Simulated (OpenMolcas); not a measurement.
Ti2+: moving or changing the point charges

Ti2+ among 6 point charges of -1 e arranged as an octahedron (Oh), 2.12 Å from the ion.

| Property | Result |
| --- | --- |
| Program | OpenMolcas |
| Method | SS-CASPT2, IPEA 0.25 Eh, imaginary shift 0.1 Eh (closed shells correlated: 3s 3p) |
| Basis | ANO-RCC-VTZP [6s5p3d2f1g] |
| Scalar Hamiltonian | DKH2, point nucleus |
| Active space | 2 electrons in 5 orbitals (3d) |
| State averaging | 2S+1 = 3 even, 10 roots; 2S+1 = 1 even, 15 roots |
| Spin-orbit coupling | RASSI with atomic mean-field integrals over the reference wave functions |

Runs around this geometry, states (labels of O, the rotations of Oh). Energies in cm-1 above the lowest state or level, χT in cm3 K/mol; under a threefold ground state the first gap can be a small split of the lowest multiplet, not the spin-orbit step.

| R (Å) | q (e) | Ground state | First state of that spin | First gap with spin-orbit (degeneracies) | χT at 300 K | First state of another spin |
| --- | --- | --- | --- | --- | --- | --- |
| 2.12 | -0.65 | 3T1 | 3T2 2720 | 11 (2, 3) | 1.165 | 1T2 8420 |
| 2.03 | -1 | 3T1 | 3T2 5230 | 6 (2, 3) | 1.150 | 1T2 8470 |
| 2.12 | -1 | 3T1 | 3T2 3930 | 8 (2, 3) | 1.155 | 1T2 8420 |
| 2.3 | -1 | 3T1 | 3T2 3080 | 10 (2, 3) | 1.160 | 1T2 8540 |

Taking the first state of the same spin as R^-n, n = -ln(3080 / 5230) / ln(2.3 / 2.03) = 4.2 between the shortest and longest distance.

Scaling the charges by -0.65 / -1 = 0.65 scales the first state of the same spin by 2720 / 3930 = 0.69; with fixed orbitals a first-order splitting would follow the charge.

Roots that are degenerate in the reference are averaged as groups; the widest CASPT2 spread within a group is 490 cm-1 (the 3-fold group of multiplicity 1 near 16400 cm-1 above the lowest state of its run, R = 2.03, q = -1). Shifts and gaps below about the spread of the groups concerned are not significant. An orbital triplet at a regular site is open to Jahn-Teller coupling, which can distort the site and quench the lowest spin-orbit gaps and is left out. Free-ion shares, where given, are those of the reference states; single-state CASPT2 does not remix them. This is an electrostatic model: the charges have no orbitals. No measured value stands beside these numbers.
